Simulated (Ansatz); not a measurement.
Ansatz (a program for electronic structure) input (CCSDT/def2-SVP):

Ansatz 0.2 input:
```yaml
crystal:
  periodic: [false, false, false]
  atoms:
    - {symbol: K, position_ang: [-0.00000000, -0.00000000, -2.65869666]}
    - {symbol: I, position_ang: [0.00000000, 0.00000000, 0.95311767]}
basis:
  gaussian:
    orbitals: def2-SVP
total_charge: 1
magnetization: {spin_polarized: true, initial_magnetization: 1}
correlation: {method: ccsdt, electrons: outside_noble_gas}
```

Output:

```
Functional definition: HF
integrals: 0.05 GiB planned
963 factors; integrals over basis functions are off by at most 1.1e-7 eV
mean field: 0.24 GiB planned
mean field evaluation 1: about -24369.6169 eV, gradient 9.8e0 eV
mean field evaluation 2: about -24369.6303 eV, gradient 9.8e0 eV
mean field evaluation 4: about -24370.1882 eV, gradient 5.1e-1 eV
mean field evaluation 8: about -24370.1933 eV, gradient 2.2e-4 eV
mean field evaluation 16: about -24370.1737 eV, gradient 5.0e-1 eV
mean field evaluation 32: about -24369.8458 eV, gradient 3.0e-1 eV
mean field evaluation 64: about -24370.1781 eV, gradient 1.3e0 eV
mean field evaluation 96: about -24370.1933 eV, gradient 1.1e-2 eV
mean field evaluation 128: about -24369.8466 eV, gradient 1.4e-1 eV
mean field -24370.19330212 eV, -895.5880851427 hartree, gradient 3.4e-6 eV, S^2 0.756052; 9 other end points of the search recorded, 0 dependent functions left out
determinant -24370.19330212 eV, -895.5880851427 hartree, with singles and doubles -24372.67201481 eV, -895.6791761540 hartree
determinant -24369.84688787 eV, -895.5753546538 hartree, with singles and doubles -24372.33685087 eV, -895.6668591062 hartree
determinant -24370.19330212 eV, -895.5880851427 hartree, with singles and doubles -24372.67578679 eV, -895.6793147714 hartree
determinant -24369.84688787 eV, -895.5753546538 hartree, with singles and doubles -24372.33987728 eV, -895.6669703246 hartree
18 core orbitals not correlated
reference -24370.19330212 eV, -895.5880851427 hartree; 4, 3 occupied and 28, 29 virtual orbitals, 963 factors
second order -2.13901140 eV of doubles, -0.00000000 eV of singles
coupled cluster: 0.13 GiB planned
cycle   1  -2.41196991 eV  change   -2.7e-1 eV  update   3.6e-2
cycle   2  -2.50339852 eV  change   -9.1e-2 eV  update   1.2e-2
cycle   3  -2.51093485 eV  change   -7.5e-3 eV  update   3.3e-3
cycle   4  -2.51182536 eV  change   -8.9e-4 eV  update   1.3e-3
cycle   5  -2.51165128 eV  change    1.7e-4 eV  update   6.1e-4
cycle   6  -2.51165688 eV  change   -5.6e-6 eV  update   3.0e-4
cycle   7  -2.51173298 eV  change   -7.6e-5 eV  update   1.3e-4
cycle   8  -2.51172935 eV  change    3.6e-6 eV  update   4.4e-5
cycle   9  -2.51171609 eV  change    1.3e-5 eV  update   1.7e-5
cycle  10  -2.51171697 eV  change   -8.8e-7 eV  update   7.1e-6
cycle  11  -2.51171746 eV  change   -4.9e-7 eV  update   3.2e-6
cycle  12  -2.51171867 eV  change   -1.2e-6 eV  update   1.4e-6
cycle  13  -2.51171865 eV  change    2.2e-8 eV  update   6.0e-7
Total energy: -24372.70502077 eV, -895.6803891007 hartree
```
